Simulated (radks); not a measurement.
Values are calculated unless marked as measured or tabulated.
All-electron atom: the dysprosium ion Dy3+ in [Xe] 4f9. Code: a radial shooting solver on a logarithmic mesh with Libxc functionals. Model: Dirac Kohn-Sham, PBE, spin-unpolarised, spherical densities, finite nucleus; open shells are shared between the two j in proportion to 2j + 1; Fermi nuclear charge, rms radius 5.2218 fm. Some entries of the table are withheld. Estimate them.

orbital,occ.,eigenvalue (eV),<1/r> (bohr^-1)
1s1/2,2,-53622.75,74.55
2s1/2,2,-8952.190,17.86
2p1/2,2,-8516.245,17.84
2p3/2,4,-7716.092,15.62
3s1/2,2,-2018.602,6.524
3p1/2,2,(1),(2)
3p3/2,4,(3),(4)
3d3/2,4,-1334.782,5.757
3d5/2,6,-1298.506,5.618
4s1/2,2,-425.5860,2.730
4p1/2,2,(5),2.622
4p3/2,4,(6),2.429
4d3/2,4,-189.3629,2.211
4d5/2,6,-182.5961,2.163
5s1/2,2,(7),1.046
5p1/2,2,-57.2465,0.9300
5p3/2,4,-52.0861,0.8648
4f5/2,3.85714,-35.1721,1.632
4f7/2,5.14286,-34.2251,1.611
5d3/2,0,-25.1283,(8)
5d5/2,0,-24.6454,(9)
6s1/2,0,-23.0883,0.4227
6p1/2,0,-18.0799,0.3689
6p3/2,0,-17.1782,0.3528

Answer. 
(1) 3p1/2 eigenvalue (eV): -1828.284
(2) 3p1/2 <1/r> (bohr^-1): 6.440
(3) 3p3/2 eigenvalue (eV): -1662.128
(4) 3p3/2 <1/r> (bohr^-1): 5.876
(5) 4p1/2 eigenvalue (eV): -350.4430
(6) 4p3/2 eigenvalue (eV): -313.1982
(7) 5s1/2 eigenvalue (eV): -78.1692
(8) 5d3/2 <1/r> (bohr^-1): 0.6085
(9) 5d5/2 <1/r> (bohr^-1): 0.5962
